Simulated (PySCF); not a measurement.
## Where the electron goes

Compound: C5H7N3.
Cartesian coordinates in Å at the GFN2-xTB level; atoms count from 1:
```xyz
15
C5H7N3 angstrom
C     -1.9978    0.6041   -0.3762
C     -1.2488   -0.6660    0.0350
C      0.2238   -0.4504   -0.0923
C      0.9867    0.1699    0.8978
C      2.3302    0.3253    0.5997
N      2.8306   -0.0933   -0.5573
N      2.0642   -0.6601   -1.4243
N      0.8050   -0.8448   -1.2243
H     -1.7612    0.8609   -1.4058
H     -3.0696    0.4458   -0.2946
H     -1.7206    1.4404    0.2626
H     -1.5389   -1.4866   -0.6212
H     -1.4961   -0.9218    1.0673
H      0.5553    0.4981    1.8312
H      3.0329    0.7864    1.2805
```

Method: PySCF, TDDFT PBE0/def2-SVPD, vertical, gas phase, core orbitals frozen in the response.

Kohn–Sham orbitals with the atoms that hold most of them (Löwdin shares over 4%, at most four atoms; ? is withheld):

```csv
orbital,ε (eV),atoms
HOMO-3,-9.50,"N8 26%, C5 24%, N6 15%, C4 11%"
HOMO-2,-8.99,"C4 24%, C3 19%, N6 14%, N7 12%"
HOMO-1,-7.72,?
HOMO,?,"N7 46%, N6 20%, N8 20%, C3 5%"
LUMO,-1.78,?
LUMO+1,-1.51,"C3 22%, C5 20%, N6 19%, N8 15%"
LUMO+2,0.50,"H14 16%, C4 16%, C1 14%, C2 10%"
```

Problem. Which atoms hold the LUMO, and with what shares?

Solution. N7 (bonded to 2 N) 26%; C4 (bonded to 2 C and H) 23%; N8 (bonded to C and N) 14%; N6 (bonded to C and N) 11%. By element: nitrogen 52%, carbon 23% or more.

Problem. Give the leading atoms of the HOMO-1.

Solution. N6 (bonded to C and N) 36%; N8 (bonded to C and N) 36%; C5 (bonded to C, N and H) 7%; C3 (bonded to 2 C and N) 6%. By element: nitrogen 71% or more, carbon 13% or more.

Problem. What is the HOMO energy, and the HOMO–LUMO gap?

Solution. ε(HOMO) = -6.91 eV; the gap is 5.13 eV (0.1887 hartree).

Problem. The HOMO–LUMO gap is 5.13 eV. Where does the response calculation put the lowest singlet, and from which orbitals?

Solution. S1 is at 3.41 eV (f = 0.0041), 1.73 eV below the gap, made of HOMO→LUMO (100%). Without the coupling terms of the response equations the lowest excitation would equal the gap.

Problem. One configuration dominates each of S1, S2, S3 and S4. Which, and how do the shares of the two leading atoms of either orbital change from the occupied to the empty one?

Solution. 
- S1 (3.41 eV, f 0.0041), HOMO→LUMO (100%): N7 46% → 26%, N6 20% → 11%, C4 at most 5% → 23%
- S2 (3.74 eV, f 0.0001), HOMO→LUMO+1 (99%): N7 46% → at most 16%, N6 20% → 19%, C3 5% → 22%, C5 at most 5% → 20%
- S3 (4.13 eV, f 0.0000), HOMO-1→LUMO (99%): N6 36% → 11%, N8 36% → 14%, N7 at most 7% → 26%, C4 at most 7% → 23%
- S4 (4.45 eV, f 0.0052), HOMO-1→LUMO+1 (99%): N6 36% → 19%, N8 36% → 15%, C3 6% → 22%, C5 7% → 20%

Löwdin shares depend on the basis, the more so with diffuse functions.

One conformer stands for the species.
